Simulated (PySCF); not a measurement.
A structure optimised at PBE-D3(BJ)/def2-SVP, used in a PySCF frequency run:

```xyz
14

O     -0.3438     1.6466     0.9392
C     -0.5857     0.6163    -0.0296
Si    -2.1272    -0.3516     0.5308
Si     0.9485    -0.4662    -0.1922
O      2.1648     0.6831     0.0665
O      0.9540    -1.1106    -1.7372
H      0.6058     1.8759     0.8481
H     -0.8023     1.0232    -1.0530
H     -1.8661    -1.0141     1.8558
H     -2.4432    -1.4121    -0.4918
H     -3.3046     0.5718     0.6727
H      1.1104    -1.5592     0.8322
H      2.9701     0.3791     0.5175
H      1.5463    -1.8661    -1.8908
```

Question: Write its SMILES and formula.

Answer: O[C@H]([SiH3])[SiH](O)O, CH8O3Si2

Question: What are its rotational constants (standard atomic weights)?

Answer: 3.2019, 1.5451, 1.1472 GHz
